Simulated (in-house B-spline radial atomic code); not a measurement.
I V (I4+): [Kr] 4d10 5s1 5p1 6p1 (an excited or competing configuration)

All numbers are computed (non-relativistic PBEsol, spin-polarised, spherical fractional occupations; point nucleus) with a radial B-spline atomic code at the basis-set limit, not measured.

Z_r = [3n² - l(l+1)]/(2<r>); Z_e = n√(-2ε); the last column is Slater's effective charge. Values are occupation-weighted means over spin.

```json
{"shell": "1s", "electrons": "2", "ε (eV)": "-31685", "<r> (bohr)": "0.02869", "Z_r": "52.28", "Z_e": "48.26", "Slater": "52.70"}
{"shell": "2s", "electrons": "2", "ε (eV)": "-4818.3", "<r> (bohr)": "0.1235", "Z_r": "48.58", "Z_e": "37.64", "Slater": "48.85"}
{"shell": "2p", "electrons": "6", "ε (eV)": "-4531.8", "<r> (bohr)": "0.1052", "Z_r": "47.54", "Z_e": "36.50", "Slater": "48.85"}
{"shell": "3s", "electrons": "2", "ε (eV)": "-1011.6", "<r> (bohr)": "0.3281", "Z_r": "41.15", "Z_e": "25.87", "Slater": "41.75"}
{"shell": "3p", "electrons": "6", "ε (eV)": "-891.07", "<r> (bohr)": "0.3184", "Z_r": "39.26", "Z_e": "24.28", "Slater": "41.75"}
{"shell": "3d", "electrons": "10", "ε (eV)": "-666.8", "<r> (bohr)": "0.2889", "Z_r": "36.34", "Z_e": "21.00", "Slater": "31.85"}
{"shell": "4s", "electrons": "2", "ε (eV)": "-217.97", "<r> (bohr)": "0.7687", "Z_r": "31.22", "Z_e": "16.01", "Slater": "25.25"}
{"shell": "4p", "electrons": "6", "ε (eV)": "-175.72", "<r> (bohr)": "0.8023", "Z_r": "28.67", "Z_e": "14.38", "Slater": "25.25"}
{"shell": "4d", "electrons": "10", "ε (eV)": "-103.49", "<r> (bohr)": "0.9024", "Z_r": "23.27", "Z_e": "11.03", "Slater": "13.85"}
{"shell": "5s", "electrons": "1", "ε (eV)": "-61.145", "<r> (bohr)": "1.804", "Z_r": "20.78", "Z_e": "10.60", "Slater": "9.35"}
{"shell": "5p", "electrons": "1", "ε (eV)": "-49.671", "<r> (bohr)": "1.988", "Z_r": "18.36", "Z_e": "9.55", "Slater": "9.35"}
{"shell": "6p", "electrons": "1", "ε (eV)": "-23.348", "<r> (bohr)": "3.952", "Z_r": "13.41", "Z_e": "7.86", "Slater": "5.30"}
```

The least bound orbital is 6p up at -23.35 eV, and it is also the most diffuse (<r> = 3.952 bohr).
